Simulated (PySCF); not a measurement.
**C2H6Cl4Si2: full NMR table**

```
Formula                 : C2H6Cl4Si2
SMILES                  : C[Si](Cl)(Cl)[Si](C)(Cl)Cl
InChI                   : InChI=1S/C2H6Cl4Si2/c1-7(3,4)8(2,5)6/h1-2H3
Degrees of unsaturation : 0
Carbon signals          : 1
Proton signals          : 1
```

Structure with atom numbers: `[CH3:1][Si:2]([Cl:3])([Cl:4])[Si:5]([CH3:6])([Cl:7])[Cl:8]`. Hydrogens are named by the atom that carries them.

PySCF calculation with structure optimised with PBE0-D3(BJ)/def2-TZVP and GIAO B97-2/pcSseg-2 shieldings; a single conformation, no relativistic terms, averaged over atoms made equivalent by symmetry, fast rotation or ring inversion, in vacuum.

Chemical shifts δ = σref − σ; $^{1}$H (σref 31.64), $^{13}$C (σref 185.38), $^{29}$Si (σref 348.46) vs TMS, all at this level.

| carbon | δC, type | δH (multiplicity) | HMBC from (2–3 bonds) | span of the C tensor (ppm) |
| --- | --- | --- | --- | --- |
| C1/C6 | 5.4, CH3 | 0.79 (s) | – | 20 |

Other nuclei:
```
  atoms    nucleus                    environment  δ (ppm)  σ (ppm)
Si2/Si5  $^{29}$Si  silicon bonded to C, 2 Cl, Si     26.2    322.3
```

Carbon types of the structure: 2 × CH3, which accounts for all hydrogens. δC 5.4: methyl carbon bonded to Si; an electropositive neighbour leaves it electron-rich and shielded. δH 0.79: hydrogen on a methyl carbon bonded to Si; an electropositive neighbour shields it, as in TMS itself.

Shifts are as computed. Against solution values, carbons near 30 ppm lie about +3 ppm off and those near 130 ppm about +7 ppm. Of 1211 compounds with measured shifts, 218 miss one by over three times the rms of a fit or turn the order of signals round; such compounds aren't used in these exercises.
